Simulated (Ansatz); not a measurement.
`C[CH2][SnH2][F]` + H₂ → `C[CH2][SnH3]` + H–F at 500 K and 1 bar (hydrogenolysis of the Sn–F bond).

Program: Ansatz. Geometries: PBE0-D4/def2-TZVP. ΔE: electronic, gas phase. CCSD(T)/CBS adds triple-zeta CCSD(T) − MP2 to the extrapolated MP2 energy (def2 sets, frozen cores). This one scheme is used for every species. Elements past krypton have def2 core potentials. For Sn outer-core shells are correlated without core-valence functions, which leaves a few kJ/mol of doubt a bond. Each species was taken in one conformer, which may not be the lowest.

```tsv
species	CCSD(T)/CBS energy (Eh)	H − E (kJ/mol)	S (J/(mol·K))
`C[CH2][SnH2][F]`	-394.15776	257.1	415.6
H₂	-1.17544	41.0	145.5
`C[CH2][SnH3]`	-294.92046	264.8	386.2
H–F	-100.39570	39.4	188.7
```

H − E and S are ideal-gas, rigid-rotor, harmonic terms from PBE0-D4/def2-TZVP, for one conformer and one mirror image of each species. The MP2-based limit puts H₂ 0.8 mEh under its directly extrapolated value; such offsets cancel only in part. 1 Eh = 2625.50 kJ/mol, R = 8.31446 J/(mol·K).

By hand: ΔE, ΔH, ΔS and ΔG.

ΔE = (-294.92046) + (-100.39570) − (-394.15776) − (-1.17544) = 0.01704 Eh = 44.7 kJ/mol. Δ(H − E) = 264.8 + 39.4 − 257.1 − 41.0 = 6.1, so ΔH = 50.8 kJ/mol. ΔS = 386.2 + 188.7 − 415.6 − 145.5 = 13.8 J/(mol·K). ΔG = 50.8 − 500 × (13.8)/1000 = 43.9 kJ/mol.

By hand: the equilibrium constant, and the temperature at which ΔG would vanish if ΔH and ΔS stayed fixed.

log₁₀ K = −ΔG/(RT ln 10) = -4.6. ΔG = 0 at ΔH/ΔS = 3681 K, far beyond where these terms or the molecules hold.

The number of gas molecules stays the same, so ΔS is small and ΔH decides. A doubt of 5 kJ/mol in ΔE shifts log₁₀ K by 0.5 here. Other conformers and mirror images would add mixing entropy, several J/(mol·K) or more a flexible species. Modes under 60 cm⁻¹, often nearly free rotors, make the harmonic entropy too high. These are equilibria of isolated gas molecules and say nothing of rates. Largest T1 diagnostic: 0.012 (customary marks: 0.02 for closed shells, 0.045 for open ones).
